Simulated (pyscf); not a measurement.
Thermochemistry of product channels of HC≡C–CH=CH₂ (SMILES C#CC=C) + Br• (SMILES [Br]) on the doublet surface, in kJ/mol, from ωB97M-D3(BJ)/def2-TZVP energies (ideal gas, 1 atm, RRHO with modes under 100 cm⁻¹ raised to 100, one conformer, R ln 2 for chiral ones without a mode under 150 cm⁻¹). Single points on ωB97X-D3(BJ)/def2-SVP structures (PySCF, gas phase).

| products | ΔE | ΔH(298 K) | ΔG(600 K) | ΔG(1200 K) |
|---|---|---|---|---|
| •HC=C(Br)–CH=CH₂ (SMILES [CH]=C(Br)C=C) | -27.1 | -27.5 | +42.2 | +110.6 |
| H₂C=CH–C•=CH–Br (SMILES C=C[C]=CBr) | -73.4 | -75.0 | -9.3 | +54.8 |

The channel to H₂C=CH–C•=CH–Br turns unfavourable between 298 and 1200 K (ΔG from -42.3 kJ/mol to +54.8 kJ/mol).

These are energies of the channels, which say nothing of barriers. Left out: orbital degeneracy and the spin-orbit lowering of Br, which is large for Br, Se, Te and I. Elements up to Kr have no core potential and no relativistic terms here.
